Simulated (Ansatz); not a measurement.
Cost and result for the atomization energy of C4H8Ge, SMILES `C#CC[CH2][GeH3]` (13 atoms, 12 bonds).

```xyz
13

C     0.5662    0.9789    2.9737
C     0.6420    0.5013    1.8748
C     0.6994   -0.0665    0.5375
C    -0.5966    0.1457   -0.2479
Ge   -0.5279   -0.6212   -2.0516
H     0.5060    1.3997    3.9492
H     1.5439    0.3792    0.0003
H     0.9219   -1.1363    0.6174
H    -0.8116    1.2135   -0.3328
H    -1.4360   -0.3035    0.2879
H    -1.8556   -0.3791   -2.7879
H    -0.2686   -2.1369   -1.9670
H     0.6171    0.0251   -2.8534
```

Total charge 0; spin multiplicity 1. Correlated methods include outer-core shells of Ge, which these sets cover unevenly. Scalar relativity is left out up to krypton. Geometry: relaxed with PBE0-D4/def2-TZVP. It is one conformer, not always the lowest. Program: Ansatz. All runs use 2 threads of an AMD EPYC 7R13 on a shared host and a share of an NVIDIA H100 80 GB. Times are those of one run each, without the atoms' runs, and a repeat can differ threefold. Electronic energies, without spin–orbit coupling; frozen cores. CCSD(T)/CBS adds CCSD(T) − MP2 in def2-TZVPP to the MP2 limit, and its time is that of the two runs behind it. T1 = 0.011. With those shells the extrapolation isn't a true limit. B3LYP takes the VWN-RPA correlation (the form of Gaussian; ORCA's B3LYP/G).

CCSD(T)/CBS is a level of theory with its own doubt, some kJ/mol a heavy atom from the limit and from the frozen cores, so smaller differences don't rank the functionals.

| level | functions | wall time | atomization (kcal/mol) | difference from CCSD(T)/CBS | per bond |
| --- | --- | --- | --- | --- | --- |
| PBE0-D4/def2-TZVPP | 284 | 1.7 s | 1180.6 | 3.5 | 0.3 |
| PBE-D4/def2-TZVPP (with forces) | 284 | 2.4 s | 1196.5 | 19.4 | 1.6 |
| B2PLYP/def2-TZVPP | 284 | 2.4 s | 1165.4 | -11.7 | -1.0 |
| r2SCAN-D4/def2-TZVPP (with forces) | 284 | 3 s | 1178.0 | 0.9 | 0.1 |
| ωB97M-V/def2-TZVPP (with forces) | 284 | 3.1 s | 1175.5 | -1.6 | -0.1 |
| B3LYP-D4/def2-TZVPP (with forces) | 284 | 3.2 s | 1174.5 | -2.6 | -0.2 |
| ωB97X-V/def2-TZVPP | 284 | 3.3 s | 1177.0 | -0.1 | 0.0 |
| MP2/def2-QZVPP | 557 | 4.1 s | 1180.6 | 3.5 | 0.3 |
| CCSD(T)/def2-TZVPP | 284 | 5 s | 1152.8 | -24.3 | -2.0 |
| CCSD(T)/CBS(def2) | – | 9.1 s | 1177.1 | 0.0 | 0.0 |

The D4 term adds +9.5 kcal/mol with B3LYP and +5.0 kcal/mol with PBE0; it sums over pairs of atoms, weighted by their polarisabilities, and B3LYP, whose exchange is more repulsive, gets the larger term. In def2-TZVPP, CCSD(T) changes the Hartree–Fock value by +279.9 kcal/mol (the triples alone add +16.9 kcal/mol) and MP2 by +293.6 kcal/mol; breaking electron pairs costs correlation energy, which Hartree–Fock lacks. From PBE to PBE0 (25 % exact exchange), in def2-TZVPP and without D4, the atomization energy moves by −15.1 kcal/mol: exact exchange takes away binding that semilocal exchange gives to molecules.
